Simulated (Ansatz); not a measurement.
Mulliken charges of `C1=N[SiH2]C1` from ωB97M-V/def2-TZVPP in Ansatz (PBE0-D4/def2-TZVP geometry).

```
atom   x (Å)   y (Å)   z (Å)  charge (e)
  C1   0.247  -0.888  -0.758       0.081
  N2   0.687   0.161  -1.351      -0.343
 Si3   0.154   1.133   0.045       0.382
  C4  -0.368  -0.595   0.599      -0.378
  H5   0.316  -1.890  -1.201       0.104
  H6  -0.915   2.123  -0.250      -0.038
  H7   1.246   1.805   0.796      -0.038
  H8  -1.432  -0.832   0.667       0.115
  H9   0.153  -1.065   1.436       0.115
```

Q: By hand: the dipole of these point charges (1 e Å = 4.8032 D).

A: Σ q r = (-0.145, -0.033, 0.289) e Å, of length 0.325 e Å = 1.56 D.

Q: How does the dipole of the full density compare? (Estimate.)

A: Ansatz gave: (-0.219, -0.166, 0.402) e Å, 2.34 D; the point charges give 0.67 times that, at 14° from its direction.

Point charges leave out the atoms' own dipoles, such as those of lone pairs, and Mulliken's split depends on the basis, so the two needn't agree.
